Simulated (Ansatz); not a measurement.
Cartesian coordinates in Å:
```
O 1.6063 -0.9271 -1.4924
Ga 0.4300 -0.4353 -0.2801
C -0.8475 0.5978 0.7180
S -0.5913 -1.1306 1.4904
H 1.7794 -0.2493 -2.1506
H -0.5211 1.4009 1.3715
H -1.8558 0.7435 0.3430
```

Charge 0, multiplicity 1.

**Question.** List the B3LYP/def2-TZVPP orbital energies in eV (Ansatz 0.2.0). (Best estimate.)

**Answer.** Computed: Occupied: -10138.38, -2417.37, -1250.11, -1107.37, -1107.29, -1107.23, -521.16, -277.67, -215.33, -159.90, -159.79, -159.71, -150.25, -103.68, -103.50, -103.40, -27.63, -23.51, -23.41, -23.37, -23.36, -23.23, -20.45, -16.43, -14.07, -11.88, -11.61, -10.35, -9.52, -8.82, -6.61, -6.58. Lowest empty: -1.71, -0.91, 0.37, 0.73, 1.35, 2.23, 2.46, 3.83.

B3LYP here is the variant with VWN-RPA as its local correlation; programs differ in this.
